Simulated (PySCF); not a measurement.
A structure optimised at B3LYP-D3(BJ)/def2-SVP, used in a PySCF frequency run:

```xyz
5

Ga    -0.2656    -0.0047     0.0000
Cl     0.8308     1.8393     0.0000
Cl     0.7557    -1.8762     0.0000
O     -2.0389    -0.0128     0.0000
H     -2.4271     0.8734     0.0000
```

Write its SMILES, formula and point group.

[OH][Ga]([Cl])[Cl], Cl2GaHO, Cs

What are its rotational constants (standard atomic weights)?

4.1427, 2.0584, 1.3751 GHz
